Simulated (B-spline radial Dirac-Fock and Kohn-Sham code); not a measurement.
**Electron momentum distribution of As¹⁰⁺: Compton profiles**

System: As¹⁰⁺, [Ar] 3d5.

Input file task.json (cfg lists n, l and occupation; rrms is the nuclear radius in fm):

```json
{"items": [{
  "Z": 33,
  "q": 10,
  "cfg": [[1, 0, 2], [2, 0, 2], [2, 1, 6], [3, 0, 2], [3, 1, 6], [3, 2, 5]],
  "A": 75,
  "rrms": 4.0968,
  "do": ["scatter"],
  "s": [0.0, 0.05, 0.1, 0.15, 0.2, 0.25, 0.3, 0.35, 0.4, 0.45, 0.5, 0.6, 0.7, 0.8, 0.9, 1.0, 1.1, 1.2, 1.4, 1.6, 1.8, 2.0, 2.5, 3.0, 3.5, 4.0, 5.0, 6.0],
  "pz": [0, 0.1, 0.14, 0.2, 0.28, 0.4, 0.57, 0.8, 1.1, 1.6, 2.3, 3.2, 4.5, 6.4, 9.1, 13.0, 18.0, 26.0, 36.0, 51.0, 73.0],
  "hv_scatter": [1000, 2000, 5000, 8047.8, 20000, 30000, 200000, 500000]
}]}
```

Command: `python xray_run.py task.json out`

These are calculated numbers from a B-spline atomic structure program; the model is the impulse approximation on relativistic Hartree-Fock (Dirac-Fock) wave functions, averaged over the configuration. pz is in atomic units of momentum; subshell profiles are per electron, for a selection of subshells; open shells are spread over both j values by their weights.

```
 pz    J total   J 2p1/2   J 2p3/2   J 3p3/2   J 3d5/2
1.6      2.040    0.0478    0.0487     0.130    0.0991
2.3      1.740    0.0476    0.0484     0.107    0.0941
3.2      1.320    0.0467    0.0475    0.0670    0.0796
4.5     0.8426    0.0441    0.0448    0.0244    0.0512
6.4     0.4835    0.0375    0.0377   0.00534    0.0212
9.1     0.2674    0.0254    0.0252   0.00389   0.00540
 13     0.1276    0.0119    0.0115   0.00246  0.000820
 18    0.05640   0.00393   0.00369  0.000825  9.91e-05
 26    0.01987  0.000712  0.000640  0.000135  6.32e-06
 36   0.006827  0.000113  9.59e-05  1.93e-05    < 1e-6
 51   0.001760  1.26e-05  9.75e-06  1.87e-06    < 1e-6
 73  0.0003521  1.17e-06    < 1e-6    < 1e-6    < 1e-6
```

Task: What is the peak value J(0), and which subshell contributes most to it?

Result: J(0) = 2.349. The 3p3/2 subshell gives the largest part, 24 %.

Mean momentum ⟨p⟩ by subshell (a.u.): 1s1/2 28.6, 2s1/2 9.77, 2p1/2 13.1, 2p3/2 12.9, 3s1/2 4.48, 3p1/2 5.30, 3p3/2 5.23, 3d3/2 6.06, 3d5/2 6.04.
